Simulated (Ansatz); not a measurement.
The cation of BrCl2HSn (`[Cl][SnH]([Cl])[Br]`) at the neutral geometry.

```yaml
crystal:
  periodic: [false, false, false]
  atoms:
    - {symbol: Cl, position_ang: [0.115331, -1.163344, 1.928422]}
    - {symbol: Sn, position_ang: [0.159694, -0.051858, -0.088101]}
    - {symbol: Cl, position_ang: [0.125582, 2.202061, 0.383512]}
    - {symbol: Br, position_ang: [-1.897345, -0.600209, -1.296268]}
    - {symbol: H, position_ang: [1.546637, -0.460449, -0.968965]}
basis:
  gaussian: {orbitals: def2-TZVPP}
total_charge: 1
magnetization: {spin_polarized: true, initial_magnetization: 1}
hamiltonian: {xc: pbe, dispersion: d4}
```

```sh
$ ansatz run in.yaml --threads 2 --pin off --events-out ev --progress --plain --max-ram 32768MiB --backend cpu
```

Output, abridged:

```
Functional definition: PBE
1411 factors; their error is unknown
mean field evaluation 1: about -100907.5185 eV, gradient 2.9e1 eV
mean field evaluation 2: about -100877.9214 eV, gradient 7.6e1 eV
mean field evaluation 4: about -100909.8931 eV, gradient 1.7e1 eV
mean field evaluation 8: about -100912.0568 eV, gradient 7.9e0 eV
mean field evaluation 16: about -100912.5975 eV, gradient 1.6e-2 eV
mean field evaluation 64: about -100912.5976 eV, gradient 5.0e-3 eV
mean field evaluation 96: about -100912.5976 eV, gradient 7.2e-3 eV
mean field -100912.59762018 eV, -3708.4695615261 hartree, gradient 2.6e-6 eV, S^2 0.751869; 12 other end points of the search recorded, 0 dependent functions left out
reference -100912.59766031 eV, -3708.4695630009 hartree; 46, 45 occupied and 150, 151 virtual orbitals, 1411 factors
Total energy: -100912.77805675 eV, -3708.4761924480 hartree
```

Hardware: 2 threads of an AMD EPYC 7R13 on a shared host. Wall time 44 s, peak host memory 0.63 GiB.
